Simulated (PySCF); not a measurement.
# Calculated NMR parameters of F/C=C(\F)CC(F)F

```yaml
Formula: C4H4F4
SMILES: F/C=C(\F)CC(F)F
Point_group_of_the_computed_structure: C1
Degrees_of_unsaturation: 1
Carbon_signals: 4
Proton_signals: 3
```

Molfile (atoms numbered from 1):
```
C4H4F4
     RDKit          3D

 12 11  0  0  0  0  0  0  0  0999 V2000
    3.0383    0.4935    0.5290 F   0  0  0  0  0  0  0  0  0  0  0  0
    1.8498   -0.1097    0.5819 C   0  0  0  0  0  0  0  0  0  0  0  0
    0.9214    0.0404   -0.3513 C   0  0  0  0  0  0  0  0  0  0  0  0
    1.1269    0.8431   -1.4148 F   0  0  0  0  0  0  0  0  0  0  0  0
   -0.4287   -0.6005   -0.3454 C   0  0  0  0  0  0  0  0  0  0  0  0
   -1.5087    0.4318   -0.0165 C   0  0  0  0  0  0  0  0  0  0  0  0
   -1.3902    0.8410    1.2683 F   0  0  0  0  0  0  0  0  0  0  0  0
   -2.7357   -0.1253   -0.1273 F   0  0  0  0  0  0  0  0  0  0  0  0
    1.7252   -0.7318    1.4538 H   0  0  0  0  0  0  0  0  0  0  0  0
   -0.4715   -1.3992    0.3947 H   0  0  0  0  0  0  0  0  0  0  0  0
   -0.6487   -1.0060   -1.3357 H   0  0  0  0  0  0  0  0  0  0  0  0
   -1.4767    1.3220   -0.6629 H   0  0  0  0  0  0  0  0  0  0  0  0
  1  2  1  0
  2  3  2  0
  3  4  1  0
  3  5  1  0
  5  6  1  0
  6  7  1  0
  6  8  1  0
  2  9  1  0
  5 10  1  0
  5 11  1  0
  6 12  1  0
M  END
```

Computational details: PBE0/pcSseg-1 with gauge-including orbitals, geometry from GFN2-xTB, in PySCF 2.14 (fast rotation and ring inversion assumed for equivalent nuclei, one computed conformer, relativity neglected, in vacuum).

δ = σ(ref) − σ, references computed at the same level: TMS for 1H (σref 31.72) and 13C (σref 186.93); 19F (σref 170.95) against CFCl3.

```tsv
carbon	δC, type	δH (multiplicity)	HMBC from (2–3 bonds)	span of the C tensor (ppm)
C2	145.2, CH	6.58 (m)	H10/H11	122
C3	152.8, C	–	H9, H12, H10/H11	122
C5	40.2, CH2	2.60 (m)	H9, H12	29
C6	119.7, CH	6.30 (m)	H10/H11	39
```

Other nuclei:
```csv
atoms,nucleus,environment,δ (ppm),σ (ppm)
F7/F8,19F,fluorine of a CF2 group,-135.6,306.6
F4,19F,vinylic fluorine,-145.3,316.3
F1,19F,vinylic fluorine,-160.0,330.9
```

Carbon types of the structure: 1 × C, 2 × CH, 1 × CH2, which accounts for all hydrogens. δC 152.8: fully substituted alkene carbon; the olefinic region. δC 145.2: alkene CH; an sp2 carbon of a C=C bond. δC 119.7: sp3 CH bonded to 2 F; 2 electronegative neighbours deshield it. δH 6.30: hydrogen on an sp3 CH bonded to 2 F; its carbon carries F, which withdraws density. δH 2.60: hydrogen on an allylic sp3 CH2; allylic position.

Splittings by 19F in the carbon and heteronuclear signals aren't shown, as no couplings were computed. Shifts are as computed. Against solution values, carbons near 30 ppm lie about +3 ppm off and those near 130 ppm about +5 ppm. Of 1309 compounds with measured shifts, 239 miss one by over three times the rms of a fit or turn the order of signals round; such compounds aren't used in these exercises. Unscaled 19F shifts against computed CFCl3 carry errors that often reach 10 to 50 ppm. No couplings were computed; multiplicities are counted from neighbouring protons, with m where these are inequivalent, close in shift, in a saturated or five-membered ring or joined by F or P, and br s for small geminal =CH2 splittings.
